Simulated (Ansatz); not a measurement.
Job for Ansatz (an electronic-structure program): R-PBE0/def2-TZVPPD on H4OSi (SMILES O[SiH3]). Files ending in .json are basis or fitting sets from the Basis Set Exchange.

Ansatz 0.2 input:
```yaml
crystal:
  periodic: [false, false, false]
  atoms:
    - {symbol: O, position_ang: [-0.92023618, 0.44252351, 3.29622971]}
    - {symbol: Si, position_ang: [-0.14683259, 0.32680620, 4.75451449]}
    - {symbol: H, position_ang: [-1.82215991, 0.77053417, 3.27510433]}
    - {symbol: H, position_ang: [-0.03619327, 1.65036074, 5.41543487]}
    - {symbol: H, position_ang: [1.19620962, -0.20231274, 4.45226710]}
    - {symbol: H, position_ang: [-0.86115759, -0.59150974, 5.67499784]}
basis:
  gaussian:
    orbitals: def2-TZVPPD.json
hamiltonian:
  xc: {name: PBE0}
scf: {lower_state_search: off}
```

Program output:

```
Functional definition: PBE0
[...]
these checks for a lower state are left out or cut short: stability, starts, cluster_reference, orbital_swaps, neighbouring_geometries, increment
integrals: 0.05 GiB planned
742 factors; their error is unknown
mean field: 0.53 GiB planned
mean field evaluation 1: about -9982.1738 eV, gradient 5.1e1 eV
mean field evaluation 2: about -9973.1283 eV, gradient 8.6e1 eV
mean field evaluation 4: about -9986.2946 eV, gradient 1.1e0 eV
mean field evaluation 8: about -9986.3198 eV, gradient 2.4e-2 eV
mean field -9986.31984230 eV, -366.9904852339 hartree, gradient 5.4e-6 eV, S^2 0.000000; 0 other end points of the search recorded, 0 dependent functions left out
reference -9986.31987471 eV, -366.9904864249 hartree; 13, 13 occupied and 143, 143 virtual orbitals, 742 factors
Total energy: -9986.31987471 eV, -366.9904864249 hartree
Checks for a lower state left out: stability, starts, cluster_reference, orbital_swaps, neighbouring_geometries, increment
```

Self-consistency was reached.

Cost: roughly 1.5 core-seconds.
